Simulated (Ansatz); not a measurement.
Ansatz (a program for electronic structure) input (MP2/def2-TZVP):

Ansatz 0.2 input:
```yaml
crystal:
  periodic: [false, false, false]
  atoms:
    - {symbol: W, position_ang: [-0.00023426, 0.00014543, -0.00022207]}
    - {symbol: O, position_ang: [1.33006556, 0.25058317, -1.23724597]}
    - {symbol: H, position_ang: [2.02477416, 0.37992153, -1.87988999]}
    - {symbol: O, position_ang: [-1.32864565, -0.25146470, 1.23859200]}
    - {symbol: H, position_ang: [-2.01879838, -0.38363149, 1.88555486]}
basis:
  gaussian:
    orbitals: def2-TZVP
magnetization: {spin_polarized: true, initial_magnetization: 2}
correlation: {method: mp2, electrons: outside_noble_gas}
relax: {f_tol: 0.003, max_steps: 100}
```

End of the output:

```
mean field evaluation 128: about -5913.8573 eV, gradient 2.1e-1 eV
mean field -5915.43183255 eV, -217.3881102227 hartree, gradient 2.4e-6 eV, S^2 2.042652; 8 other end points of the search recorded, 0 dependent functions left out
6 core orbitals not correlated
reference -5915.43183255 eV, -217.3881102227 hartree; 11, 9 occupied and 97, 99 virtual orbitals, 968 factors
densities: 0.39 GiB planned
second order -16.96306772 eV of doubles, -0.00000000 eV of singles
the calculation of the forces begins
Total energy: -5932.39490027 eV, -218.0114914633 hartree
Atom 0 at    -0.000044     0.000027    -0.000042 Å, force    -0.000174     0.000108    -0.000165 eV/Å
Atom 1 at     1.327575     0.250086    -1.234864 Å, force     0.000313    -0.000264     0.000457 eV/Å
Atom 2 at     2.024121     0.379902    -1.879523 Å, force    -0.000348     0.000186    -0.000261 eV/Å
Atom 3 at    -1.326089    -0.251009     1.236274 Å, force     0.000484    -0.000231     0.000298 eV/Å
Atom 4 at    -2.018402    -0.383453     1.884945 Å, force    -0.000275     0.000200    -0.000329 eV/Å
Dipole moment:     0.001523    -0.000945     0.001443 e Å
Checks for a lower state left out: cluster_reference
```

The spin state was set by rule; other spins were not relaxed.
